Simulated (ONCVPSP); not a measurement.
## Transferability test, ONCV potential for tellurium

tellurium (Te), optimised norm-conserving Vanderbilt (ONCV), made with ONCVPSP 4.0.1 (LDA (Perdew-Wang 92), fully relativistic). Core [Kr], reference 4d10 5s1 5p5. Waves: 5s: rc 1.75 bohr, ncon 4, nbas 9, qcut 2.9 1/bohr, 2 projectors, debl 3.7 Ha; 5p: rc 2.35 bohr, ncon 4, nbas 9, qcut 4.2 1/bohr, 2 projectors, debl 0.5 Ha; 4d: rc 1.10 bohr, ncon 3, nbas 7, qcut 13.3 1/bohr, 2 projectors, debl 3.7 Ha. Local part: polynomial inside 0.85 bohr (lpopt 5, dvloc0 3 Ha). Core correction: none.

Open shells are filled in proportion to 2j + 1.

Energies are relative to the spin-unpolarised reference configuration 4d10 5s1 5p5; without spin polarisation the order of configurations can differ from experiment.

| valence configuration | charge | ΔE all-electron (eV) | error AE − PS (meV) |
| --- | --- | --- | --- |
| 4d10 5s2 5p4 | 0 | -9.319 | +0.2 |
| 4d10 5s2 5p3 | +1 | 0.613 | -2.2 |

(1) What are ΔE and the potential's error for 4d9 5s2 5p4?

(2) What are ΔE and the potential's error for 4d10 5s2 5p2?

Note: ghosts flagged at negative energy: s at -231.5 eV, p3/2 at -114.5 eV, p1/2 at -102.2 eV; GHOST(+) flagged for s at 164.3 eV. A true bound ghost makes a file unfit for plane-wave use.

Answers

(1) ΔE = 39.962 eV all-electron; the error (AE − PS) is -170 meV.

(2) ΔE = 18.807 eV all-electron; the error (AE − PS) is -4.6 meV.
